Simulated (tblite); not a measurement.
Compound: C6H8ClFO.
Atom-mapped SMILES: `[CH3:1][C@@H:2]1[CH2:3][CH2:4][C@@:5]1([F:6])[C:7](=[O:8])[Cl:9]` (hydrogens: H10, H11, H12 on C1; H13 on C2; H14, H15 on C3; H16, H17 on C4)

Computed with GFN2-xTB (tblite), gas phase: L-BFGS steps from a force-field or distance-geometry start until the largest atomic force falls under 0.01 eV/Å.

Step 27: E = -823.5075 eV
```
atom  x, y, z in Å  |  force x, y, z in eV/Å
C1     -1.7182   -0.8999   -0.1604    0.011   0.032   0.022
C2     -0.4865   -0.3080    0.5041   -0.034   0.039   0.018
C3     -0.4308    1.2350    0.5009    0.003  -0.016  -0.003
C4      0.4838    1.1908   -0.7350    0.002  -0.046   0.012
C5      0.7526   -0.2850   -0.4236   -0.017  -0.055   0.065
F6      0.7142   -1.1432   -1.4993    0.031  -0.038   0.048
C7      2.0346   -0.5122    0.3488    0.103  -0.027  -0.075
O8      2.9205    0.2602    0.5004    0.002   0.083   0.025
Cl9     2.0986   -2.0916    1.1057   -0.028  -0.066  -0.078
H10    -2.5788   -0.7752    0.4927   -0.008   0.020  -0.023
H11    -1.5800   -1.9625   -0.3515    0.034   0.055   0.008
H12    -1.9122   -0.3999   -1.1062   -0.032  -0.043   0.008
H13    -0.3183   -0.7857    1.4725   -0.010   0.021  -0.054
H14    -1.3789    1.7550    0.3875    0.026  -0.050  -0.007
H15     0.0960    1.6083    1.3771   -0.060   0.086  -0.034
H16     1.3524    1.8443   -0.7494   -0.001  -0.033   0.049
H17    -0.0561    1.2819   -1.6743   -0.023   0.037   0.020
```

Step 28: E = -823.5097 eV
```
atom  x, y, z in Å  |  force x, y, z in eV/Å
C1     -1.7165   -0.9005   -0.1576    0.012   0.031   0.018
C2     -0.4871   -0.3060    0.5063    0.033   0.013   0.009
C3     -0.4328    1.2364    0.5001    0.018   0.000  -0.022
C4      0.4842    1.1927   -0.7341    0.026  -0.065  -0.021
C5      0.7503   -0.2851   -0.4240    0.026  -0.029   0.033
F6      0.7097   -1.1430   -1.5016    0.032  -0.009   0.092
C7      2.0335   -0.5138    0.3491    0.053  -0.019  -0.093
O8      2.9150    0.2621    0.5089   -0.012   0.031   0.032
Cl9     2.0932   -2.1002    1.0954    0.000  -0.029  -0.086
H10    -2.5765   -0.7759    0.4951   -0.034   0.023  -0.023
H11    -1.5752   -1.9626   -0.3457    0.029   0.031   0.006
H12    -1.9085   -0.4043   -1.1057   -0.044  -0.036   0.013
H13    -0.3121   -0.7869    1.4726   -0.035   0.047  -0.054
H14    -1.3834    1.7516    0.3820    0.043  -0.041   0.006
H15     0.0951    1.6161    1.3722   -0.081   0.079  -0.003
H16     1.3572    1.8431   -0.7481   -0.047  -0.054   0.066
H17    -0.0529    1.2883   -1.6749   -0.020   0.026   0.025
```

Step 29: E = -823.5119 eV
```
atom  x, y, z in Å  |  force x, y, z in eV/Å
C1     -1.7151   -0.9003   -0.1548    0.007   0.021   0.010
C2     -0.4875   -0.3037    0.5084    0.087  -0.014  -0.005
C3     -0.4343    1.2377    0.4991    0.030   0.016  -0.032
C4      0.4849    1.1931   -0.7334    0.036  -0.060  -0.043
C5      0.7487   -0.2858   -0.4233    0.066   0.005  -0.015
F6      0.7068   -1.1436   -1.5016    0.024   0.001   0.107
C7      2.0341   -0.5154    0.3477    0.002   0.004  -0.072
O8      2.9102    0.2648    0.5169   -0.029  -0.037   0.031
Cl9     2.0883   -2.1087    1.0838    0.035   0.008  -0.095
H10    -2.5752   -0.7760    0.4970   -0.051   0.025  -0.019
H11    -1.5702   -1.9617   -0.3401    0.023   0.003   0.007
H12    -1.9065   -0.4092   -1.1054   -0.048  -0.019   0.012
H13    -0.3076   -0.7876    1.4716   -0.052   0.060  -0.022
H14    -1.3868    1.7476    0.3769    0.040  -0.023   0.007
H15     0.0928    1.6253    1.3674   -0.087   0.066   0.030
H16     1.3609    1.8407   -0.7456   -0.070  -0.063   0.075
H17    -0.0506    1.2948   -1.6745   -0.013   0.006   0.023
```

Step 30: E = -823.5145 eV
```
atom  x, y, z in Å  |  force x, y, z in eV/Å
C1     -1.7133   -0.9002   -0.1510    0.000   0.003  -0.002
C2     -0.4866   -0.3009    0.5099    0.105  -0.029  -0.021
C3     -0.4351    1.2395    0.4970    0.035   0.025  -0.029
C4      0.4864    1.1929   -0.7333    0.026  -0.031  -0.049
C5      0.7482   -0.2861   -0.4231    0.085   0.036  -0.059
F6      0.7046   -1.1439   -1.5005    0.010  -0.014   0.085
C7      2.0346   -0.5176    0.3450   -0.032   0.034  -0.018
O8      2.9045    0.2669    0.5280   -0.042  -0.102   0.023
Cl9     2.0823   -2.1187    1.0681    0.074   0.035  -0.102
H10    -2.5743   -0.7760    0.4992   -0.050   0.025  -0.014
H11    -1.5639   -1.9612   -0.3326    0.013  -0.022   0.011
H12    -1.9061   -0.4165   -1.1048   -0.044   0.004   0.010
H13    -0.3031   -0.7867    1.4700   -0.058   0.061   0.030
H14    -1.3896    1.7434    0.3712    0.024  -0.003  -0.003
H15     0.0883    1.6368    1.3625   -0.080   0.047   0.057
H16     1.3640    1.8378   -0.7415   -0.060  -0.051   0.073
H17    -0.0480    1.3026   -1.6739   -0.006  -0.019   0.007
```

Task: Estimate the geometry and energy of step 31. (The exact step hangs on the optimiser's Hessian estimate; all steps are aligned on step 30, rigid shifts and turns removed.)

Result: E = -823.5172 eV, largest force 0.154 eV/Å
```
atom  x, y, z in Å  |  force x, y, z in eV/Å
C1     -1.7108   -0.9010   -0.1461   -0.003  -0.016  -0.011
C2     -0.4836   -0.2977    0.5106    0.075  -0.024  -0.029
C3     -0.4353    1.2421    0.4937    0.029   0.023  -0.013
C4      0.4886    1.1928   -0.7342    0.002   0.015  -0.036
C5      0.7490   -0.2852   -0.4247    0.066   0.049  -0.077
F6      0.7018   -1.1432   -1.4995   -0.001  -0.046   0.031
C7      2.0335   -0.5205    0.3417   -0.038   0.055   0.046
O8      2.8969    0.2669    0.5438   -0.041  -0.139   0.011
Cl9     2.0751   -2.1306    1.0470    0.106   0.042  -0.103
H10    -2.5736   -0.7763    0.5023   -0.027   0.024  -0.012
H11    -1.5562   -1.9621   -0.3220   -0.002  -0.036   0.015
H12    -1.9067   -0.4265   -1.1037   -0.033   0.024   0.010
H13    -0.2980   -0.7832    1.4687   -0.052   0.054   0.080
H14    -1.3919    1.7395    0.3642    0.004   0.014  -0.022
H15     0.0815    1.6504    1.3577   -0.064   0.021   0.071
H16     1.3668    1.8346   -0.7355   -0.019  -0.018   0.060
H17    -0.0443    1.3117   -1.6738   -0.001  -0.043  -0.020
```

The energy changes by -0.0027 eV. The first-order estimate −F·Δx gives -0.0037 eV and the mean of the old and new forces, exact on a quadratic surface, -0.0027 eV. The step makes an angle of 75° with the force vector and moves no atom by more than 0.025 Å.
